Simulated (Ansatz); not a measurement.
CH₃S, charge -1, singlet, geometry from GFN2-xTB (a gas-phase anion, which may not be bound at this level). Base run: Ansatz (a first-principles code) with CCSD(T)/cc-pVTZ.

Here is a job for Ansatz.
Ansatz 0.2 input:
```yaml
crystal:
  periodic: [false, false, false]
  atoms:
    - {symbol: C, position_ang: [-0.18310410, 1.16138186, 0.01505557]}
    - {symbol: S, position_ang: [-0.04796709, -0.56372168, -0.01148952]}
    - {symbol: H, position_ang: [1.29602576, -1.14309776, 0.01927862]}
    - {symbol: H, position_ang: [0.25755768, 1.58118756, 0.93632275]}
    - {symbol: H, position_ang: [0.31251462, 1.61316597, -0.86210237]}
basis:
  gaussian:
    orbitals: cc-pVTZ
total_charge: -1
magnetization: {spin_polarized: false}
correlation: {method: ccsd_t}
```

The base run was repeated with changes; each row names its change, and settings that it needs were set with it.

```
change                         ΔE vs base (mEh)  MP2 correlation (Eh)  CC correlation without the perturbative part (Eh)  basis functions
-----------------------------  ----------------  --------------------  -------------------------------------------------  ---------------
base                                      0.000              -0.37609                                           -0.40404              106
method = bccd                            19.061              -0.37609                                           -0.40343              106
electrons = all                         -50.060              -0.42628                                           -0.45309              106
diis_vectors = 2                          0.000              -0.37609                                           -0.40404              106
lower_state_search = off                  0.000              -0.37609                                           -0.40404              106
method = mp2                             46.398              -0.37609                                                  -              106
method = bccd_t                          -0.115              -0.37609                                           -0.40343              106
reference functional = pbe0               2.453                     -                                           -0.41271              106
electrons = outside_noble_gas             0.000              -0.37609                                           -0.40404              106
diis_vectors = 4                          0.000              -0.37609                                           -0.40404              106
```

A gas-phase anion may not be bound at this level; its values then depend on the basis.
